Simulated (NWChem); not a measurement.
System: CBrF2, doublet; SMILES F[C](F)Br

The following NWChem deck was run.

```
start job
memory heap 200 mb stack 700 mb global 900 mb
geometry units angstroms noautoz
  F     -0.083137     1.543711    -1.089466
  C      0.338381     0.917572     0.000000
  F     -0.083137     1.543711     1.089466
  Br    -0.023703    -0.975262     0.000000
end
basis spherical
  F library def2-tzvp
  C library def2-tzvp
  Br library def2-tzvp
end
dft
  odft
  mult 2
  xc pbe0
  iterations 150
  mulliken
end
task dft energy
```

In the optimisation the excess spin sits in a' (Cs, its own frame). Structure relaxed at the PBE-D3(BJ)/def2-SVP, spin-unrestricted level. No stability test was run on the SCF state.

Problem. Predict the main results of this run. (PBE0/def2-TZVP, spin-unrestricted.) Quantities: basis functions; energy (Ha); highest occupied level (eV); lowest empty minus highest occupied level, either spin (eV); dipole (D); <S²>.

Solution. 
- number of basis functions: 141
- energy (Ha): -2811.45
- highest occupied level (eV): -7.41
- lowest empty minus highest occupied level, either spin (eV): 4.74
- dipole (D): 0.29
- <S²>: 0.754
